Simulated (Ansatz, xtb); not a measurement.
# Relative energy of two isomers of C3H9NOSi2

Structure I: `CC#C[SiH2]O[SiH2]N`, a singlet. Structure II: `C#C[Si@H](NC)O[SiH3]`, a singlet. Both are isolated molecules in the gas phase, relaxed with PBE-D3(BJ)/def2-SVP; each stands in its lowest conformer found.

Task: Which of the two would you expect CCSD(T)/def2-SVP + ΔMP2/def2-TZVPP electronic energies to favour?

Result: Structure I; the calculation gives E(II) − E(I) = +15.0 kcal/mol.

The same difference at several levels:

| level | geometry | E(II) − E(I) (kcal/mol) | departure from the last row (kcal/mol) | job, with rough time for the two |
| --- | --- | --- | --- | --- |
| PBE-D3(BJ)/def2-SVP | PBE-D3(BJ)/def2-SVP | +15.6 | +0.7 | optimisation, 3.1 min |
| HF/def2-SVP | PBE-D3(BJ)/def2-SVP | +13.8 | −1.2 | part of the CCSD(T) run |
| MP2/def2-SVP | PBE-D3(BJ)/def2-SVP | +14.7 | −0.3 | part of the CCSD(T) run |
| CCSD(T)/def2-SVP | PBE-D3(BJ)/def2-SVP | +13.4 | −1.5 | single point |
| CCSD(T)/def2-SVP + ΔMP2/def2-TZVPP | PBE-D3(BJ)/def2-SVP | +15.0 |  | single point, 80 s |

As drawn, II has 1 C–N, 1 C–H in place of 1 C–C, 1 N–H.

None of the levels shown reverses the order. The largest departure from CCSD(T)/def2-SVP + ΔMP2/def2-TZVPP is that of CCSD(T)/def2-SVP, 1.5 kcal/mol. A small imaginary or near-zero mode remains, so no thermal terms are given. Levels run at GFN2-xTB geometries aren't shown. The last row adds to CCSD(T) the change of the MP2 difference between the two basis sets, here +1.5 kcal/mol.

The correlated steps freeze 15 core orbitals. Run with Ansatz 0.2.0, xtb 6.7.1; the last row on 4 threads of Arm Neoverse V1 on a shared host.
